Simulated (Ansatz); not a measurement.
Consider the redistribution: `Cl[SiH2][SiH2][GeH3]` + `[AlH2][SiH3]` → `[AlH2][SiH2][GeH3]` + `[SiH3][SiH2]Cl`.

Calculated with Ansatz (gas phase, PBE0-D4/def2-TZVP geometries, no zero-point term in ΔE). CCSD(T)/CBS is the MP2 limit (def2-TZVPP, def2-QZVPP) plus CCSD(T) − MP2 in def2-TZVPP, frozen cores. This one scheme is used for every species. DFT in def2-TZVPP. B3LYP here is the variant with VWN-RPA as its local correlation; programs differ in this. For Ge outer-core shells are correlated without core-valence functions, which leaves a few kJ/mol of doubt a bond. Scalar relativity is left out up to krypton. Each species was taken in one conformer, which may not be the lowest.

`Cl[SiH2][SiH2][GeH3]`:

Z-matrix (Å, degrees):
```
Si
Si 1 2.335
Cl 1 2.066 2 108.0
H 1 1.485 2 113.3 3 119.1
H 1 1.485 2 111.2 3 -117.8
Ge 2 2.380 1 109.3 3 53.1
H 2 1.490 1 109.0 3 173.8
H 2 1.488 1 109.2 3 -67.7
H 6 1.537 2 109.8 1 56.0
H 6 1.535 2 110.1 1 -63.8
H 6 1.538 2 110.5 1 175.8
```

`[AlH2][SiH3]`:

Z-matrix (Å, degrees):
```
Si
Al 1 2.457
H 1 1.490 2 113.4
H 1 1.492 2 110.7 3 -121.0
H 1 1.492 2 110.6 3 120.9
H 2 1.589 1 121.5 3 0.3
H 2 1.589 1 119.5 3 -179.7
```

`[AlH2][SiH2][GeH3]`:

```xyz
10

Al    0.368    0.491    2.154
Si    0.248    0.954   -0.244
Ge   -0.440   -1.017   -1.404
H    -0.915    0.681    3.070
H     1.710   -0.067    2.795
H     1.564    1.360   -0.818
H    -0.740    2.021   -0.575
H    -0.526   -0.783   -2.922
H     0.554   -2.165   -1.149
H    -1.823   -1.477   -0.907
```

`[SiH3][SiH2]Cl`:

Cartesian coordinates in Å:
```
Si 0.661 0.954 -0.327
Si -0.537 -0.980 0.213
Cl -1.996 -0.491 1.591
H 1.717 0.625 -1.322
H 1.295 1.504 0.899
H -0.260 1.966 -0.905
H -1.213 -1.561 -0.974
H 0.333 -2.016 0.824
```

**Question.** Is it downhill or uphill in electronic energy at CCSD(T)/CBS, and by how much? (Best estimate.)

**Answer.** Ansatz gave: Nearly level: ΔE = -0.02 eV.

**Question.** What do these levels give: PBE0-D4, B3LYP-D4, ωB97X-V, ωB97M-V, PBE, CCSD/CBS(def2)? (Best estimate.)

**Answer.** The calculation gave: PBE0-D4 -0.02, B3LYP-D4 -0.02, ωB97X-V -0.02, ωB97M-V -0.02, PBE -0.04, CCSD/CBS(def2) -0.02 eV.

Largest T1 diagnostic among the species: 0.012.
